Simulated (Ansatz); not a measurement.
Basis-set extrapolation for BH7OSSi2, SMILES `OB(S)[SiH2][SiH3]` (PBE0-D4/def2-TZVP geometry, frozen core, Ansatz). Multiplicity 1, RHF reference.

```
                       def2-TZVPP    def2-QZVPP
                 HF  -1079.165670  -1079.199186
    MP2 correlation     -0.768334     -0.828359
CCSD(T) correlation     -0.869979       not run
```

Energies in hartree. Use E(X) = E(∞) + A·exp(−7.88·√X) for Hartree–Fock and E(X) = E(∞) + B·X^(−2.97) for correlation, with X = 3 and 4, and add CCSD(T) minus MP2 of the smaller set to the MP2 limit.

What is the CCSD(T) energy at the basis-set limit?

HF limit: -1079.199186 + (-0.033516) × 0.13774 = -1079.20380. MP2 limit: -0.828359 + (-0.060025) × 0.74074 = -0.87282. Higher-order term: -0.869979 − (-0.768334) = -0.10164. Total: -1080.17826 hartree, 3.88 eV below CCSD(T)/def2-TZVPP.
